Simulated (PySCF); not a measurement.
C₄H₅NSi, SMILES C#C[SiH](N)C#C. The structure is a stationary point at PBE-D3(BJ)/def2-SVP. This is a generated structure with no PubChem entry under its InChIKey; it may be hypothetical. One conformer was computed; it need not be the lowest.

Calculation: PBE-D3(BJ)/def2-SVP in PySCF.

Harmonic wavenumbers (cm⁻¹): 89, 131, 142, 190, 235, 323, 382, 392, 450, 575, 644, 692, 695, 695, 706, 715, 811, 847, 893, 1493, 2077, 2090, 2191, 3389, 3391, 3477, 3573. Rotational constants (GHz): 3.682, 2.111, 1.463; symmetry number 1.

Task: Work out the zero-point energy and the ideal-gas rigid-rotor harmonic-oscillator thermochemistry at 298.15 K and 1 atm.

Result: ZPE = ½ Σ hcν = ½ × 31288 cm⁻¹ = 44.73 kcal/mol. H − E(el) = 50.58 kcal/mol. Entropy in cal/(mol K): translation 39.57, rotation 27.74, vibration 20.48, total 87.79. G − E(el) = 24.41 kcal/mol. Cp = 31.35 cal/(mol K). Modes under 150 cm⁻¹ make the vibrational entropy uncertain.
